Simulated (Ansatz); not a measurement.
`C[SiH2]S[SiH](Cl)Cl` + `C[Te]B(O)O` → `C[SiH2][Te]B(O)O` + `CS[SiH](Cl)Cl`  (redistribution)

Gas-phase electronic energies from Ansatz, PBE0-D4/def2-TZVP geometries. CBS: MP2 limit from def2 TZ/QZ plus the TZ coupled-cluster correction, frozen cores. Functionals use def2-TZVPP. B3LYP here is the variant with VWN-RPA as its local correlation; programs differ in this. def2 core potentials past Kr. For Te outer-core shells are correlated without core-valence functions, which leaves a few kJ/mol of doubt a bond. One conformer a species, not always the lowest.

`C[SiH2]S[SiH](Cl)Cl`:

```xyz
12

C    -1.045   -0.684    1.170
Si   -1.093   -0.621   -0.688
S     0.871   -0.628   -1.593
Si    1.832    0.957   -0.605
Cl    0.594    2.565   -0.338
Cl    2.525    0.418    1.244
H    -0.445   -1.527    1.516
H    -0.628    0.233    1.590
H    -2.064   -0.801    1.551
H    -1.694   -1.851   -1.261
H    -1.843    0.562   -1.173
H     2.989    1.378   -1.413
```

`C[Te]B(O)O`:

```xyz
10

C    -0.283    1.940   -0.163
Te   -1.204    0.201   -1.010
B     0.082   -1.221    0.021
O    -0.034   -2.572   -0.128
O     1.038   -0.729    0.847
H    -0.803    2.806   -0.569
H     0.765    1.960   -0.446
H    -0.388    1.907    0.917
H    -0.728   -2.859   -0.724
H     1.555   -1.432    1.256
```

`C[SiH2][Te]B(O)O`:

Z-matrix (Å, degrees):
```
C
Si 1 1.870
H 1 1.092 2 111.0
H 1 1.093 2 110.0 3 -119.7
H 1 1.092 2 111.0 3 120.6
Te 2 2.503 1 107.5 3 -60.3
H 2 1.485 1 110.8 3 59.1
H 2 1.485 1 110.8 3 -179.6
B 6 2.186 2 93.1 1 -179.9
O 9 1.355 6 118.4 2 -0.1
O 9 1.361 6 122.4 2 179.9
H 10 0.964 9 112.2 6 180.0
H 11 0.958 9 114.9 6 -0.0
```

`CS[SiH](Cl)Cl`:

Cartesian coordinates in Å:
```
C 0.411 0.621 1.346
S -1.065 0.821 0.306
Si -0.583 -0.474 -1.274
Cl 1.151 0.083 -2.211
Cl -0.301 -2.395 -0.623
H 0.511 -0.412 1.678
H 1.306 0.936 0.810
H 0.263 1.265 2.211
H -1.692 -0.445 -2.244
```

| level | ΔE (kcal/mol) |
| --- | --- |
| B3LYP-D4 | 5.1 |
| MP2/def2-TZVPP | 5.4 |

(1) What does CCSD(T)/CBS give? (Estimate.)

Largest T1 diagnostic among the species: 0.012.

Answers

(1) Ansatz gave: +5.2 kcal/mol. The listed levels differ from it by -0.1, 0.2 kcal/mol.

In def2-TZVPP, CCSD(T) changes the Hartree–Fock value by +2.4 kcal/mol (the triples alone add +0.3 kcal/mol) and MP2 by +2.4 kcal/mol. The D4 term adds +1.4 kcal/mol with B3LYP and +0.8 kcal/mol with PBE0; it sums over pairs of atoms, weighted by their polarisabilities, and B3LYP, whose exchange is more repulsive, gets the larger term.
